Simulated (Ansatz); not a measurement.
Ideal-gas functions of `F[SiH2]CBr` at 400 K and 1 bar, from an Ansatz frequency run at PBE0-D4/def2-TZVP.

Molar mass 143.03 g/mol, point group C1 (symmetry number 1), electronic degeneracy 1, moments of inertia 58.462, 330.824, 364.276 u Å². Harmonic wavenumbers (cm⁻¹, unscaled): 74, 141, 264, 509, 624, 704, 737, 772, 872, 932, 956, 1079, 1155, 1413, 2233, 2267, 3096, 3162.

Use S(trans) = R[1.5 ln M + 2.5 ln T − 1.1517]; rotational temperatures θ = 24.2544 K / I; S(rot) = R[ln(√π/σ · √(T³/θAθBθC)) + 1.5]; for each mode x = 1.438777 ν̃/T, S = R[x/(eˣ − 1) − ln(1 − e⁻ˣ)] and H = RT x/(eˣ − 1); 1 cm⁻¹ = 0.0119627 kJ/mol; R = 8.31446 J/(mol·K).

By hand: the entropy, in J/(mol·K).

Translation 176.9. Rotation: θ = 0.4149, 0.0733, 0.0666 K, giving 117.7. Vibration, mode by mode: 19.34, 14.05, 9.05, 4.36, 3.14, 2.51, 2.28, 2.07, 1.55, 1.31, 1.22, 0.85, 0.68, 0.32, 0.02, 0.02, 0.00, 0.00, in all 62.8. Electronic 0.0. Sum 357.4 J/(mol·K).

By hand: H − E and G − E in kJ/mol, counted from the electronic energy.

Zero-point energy ½ × 20990 × 0.0119627 = 125.5; thermal vibration 13.4; translation, rotation and pV give 4 RT = 13.3. H − E = 152.2 kJ/mol, and G − E = 152.2 − 400 × 357.4/1000 = 9.2 kJ/mol.

Vibration gives 18 % of the entropy, 33.4 J/(mol·K) of it from the modes under 150 cm⁻¹: soft modes count most, and the harmonic formula is weakest for them. The sum counts one conformer and one mirror image; others add a mixing term.
